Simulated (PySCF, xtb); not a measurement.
AlCl₂HS, SMILES [SH][Al]([Cl])[Cl].

GFN2-xTB (xtb 6.7.1) at its own geometry gives an orbital gap of 3.72 eV and a dipole moment of 1.52 D.

Coordinates come from a B3LYP-D3(BJ)/def2-SVP optimisation. The values are those of a single conformer.

Task: What does PySCF with M06-2X/def2-TZVPD give? (Estimate from the structure and the level; the computed values follow.)

Result: gap 8.54 eV (levels -9.45 and -0.90 eV), dipole 1.07 D.
